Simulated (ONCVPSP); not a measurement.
# holmium (Ho): one change to an ONCV potential, before and after

* Element: Ho
* Generator: ONCVPSP 4.0.1
* Type: optimised norm-conserving Vanderbilt (ONCV)
* Functional: PBEsol
* Relativity: scalar-relativistic
* Frozen core: [Kr] 4d10 4f10
* Valence charge: 11
* Reference configuration: 5s2 5p6 5d1 6s2
* Partial waves: 5s+6s: rc 1.95 bohr, ncon 4, nbas 7, qcut 7.9 1/bohr, 2 projectors; 5p: rc 2.10 bohr, ncon 4, nbas 7, qcut 7.9 1/bohr, 2 projectors, debl 2.2 Ha; 5d: rc 2.75 bohr, ncon 4, nbas 8, qcut 4.8 1/bohr, 1 projector
* Local potential: polynomial inside 1.70 bohr (lpopt 4, dvloc0 -1 Ha)
* Core correction: polynomial model core, fcfact 0.75

Change: p: qcut 10.2.

Cutoffs: the cutoffs (Ha) at which the residual kinetic energy of the hardest occupied pseudo-wave falls to 1 and 0.1 mHa per electron; they do not see the model core or the augmentation charge, which bear on the density cutoff. Errors are all-electron minus pseudo energies relative to the spin-unpolarised reference configuration.

Task: What does the change do?

Result: The potential gets harder (18 Ha and 22 Ha → 22 Ha and 27 Ha); the errors of the 3 common tests hardly move; neither file shows a bound ghost. The waves are optimised to have the least kinetic energy above qcut, so the cutoff follows it (qcut²/2 in Ha).

```csv
quantity,base,changed
"cutoff, loose",18 Ha,22 Ha
"cutoff, tight",22 Ha,27 Ha
loose cutoff by channel,"s 18 Ha, p 16 Ha, d 8.2 Ha","s 18 Ha, p 22 Ha, d 8.2 Ha"
bound ghosts,none,none
GHOST(+) flags under 300 eV,s at 292.0 eV,s at 292.0 eV
"tests counted as reliable (solved cleanly; for ONCVPSP, near-neutral configurations with less than one 5d electron left out)",3 of 4,3 of 4
"error for 5s2 5p6 5d1 6s1, meV [ΔE 6.97 eV]",-4.5,-4.5
"error for 5s2 5p6 5d1 6s0, meV [ΔE 19.51 eV]",-27,-28
"error for 5s2 5p5 5d1 6s2, meV [ΔE 34.37 eV]",-252,-233
s: phases at 1.98 bohr within 0.05 rad from the reference energy up to (Ha; the scan ends near 5),to the end of the scan,to the end of the scan
p: phases at 2.13 bohr within 0.05 rad from the reference energy up to (Ha; the scan ends near 5),to the end of the scan,to the end of the scan
d: phases at 2.79 bohr within 0.05 rad from the reference energy up to (Ha; the scan ends near 5),1.3,1.3
"rms error of d²Exc/dni dnj with the model core, mHa",0.43,0.41
```
